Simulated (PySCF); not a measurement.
ClH₁₀NO₂Si₄, SMILES [SiH3]O[Si](N[SiH3])(O[SiH3])Cl. Atoms are numbered in the order given.

```xyz
18

Si    -2.2741    -2.0387     0.7071
N     -0.5470    -1.7651     0.5614
Si     0.1740    -0.2936     0.1040
Cl     0.9401    -0.3054    -1.8352
O      1.4373     0.0863     1.0751
Si     2.9166     0.8637     1.0022
O     -1.0253     0.8247     0.1373
Si    -1.6531     2.0824    -0.7698
H     -2.4638    -3.5107     0.8610
H     -2.9862    -1.5676    -0.5163
H     -2.8737    -1.3509     1.8889
H      0.0660    -2.5373     0.8107
H      2.7825     2.1680     0.2910
H      3.9089     0.0064     0.2940
H      3.3622     1.0972     2.4020
H     -2.7434     2.6998     0.0315
H     -0.5924     3.0946    -1.0432
H     -2.1969     1.5667    -2.0577
```
Charge 0, spin multiplicity 1.

The structure is a stationary point at r2SCAN-D4/def2-SVP. Other conformers were not sampled.

The numbers are results of PySCF with PBE0/pcSseg-1, not measurements.

GIAO shieldings, no solvent; atoms listed in one row are averaged. δ = σ(ref) − σ: ²⁹Si against TMS (σ = 352.7 ppm); ¹⁵N against NH3 (σ = 267.4 ppm); ³⁵Cl against HCl (σ = 945.9 ppm); ¹⁷O against H2O (σ = 334.2 ppm); ¹H against TMS (σ = 31.56 ppm), references at their B3LYP-D3(BJ)/def2-TZVP geometries, non-relativistic (without spin–orbit terms, shifts of atoms bonded to Cl or Br come out too high).

**Question.** Estimate the chemical shifts. (The exact figures need the calculation; the answer reports its results.)

**Answer.** 
```tsv
nucleus	atoms	count	δ (ppm)
²⁹Si	Si6, Si8	2	-33.4
²⁹Si	Si1	1	-52.3
²⁹Si	Si3	1	-55.3
¹⁵N	N2	1	28.6
³⁵Cl	Cl4	1	71.6
¹⁷O	O5	1	70.4
¹⁷O	O7	1	59.8
¹H	H13, H14, H15, H16, H17, H18	6	5.31
¹H	H9, H10, H11	3	4.90
¹H	H12	1	0.86
```
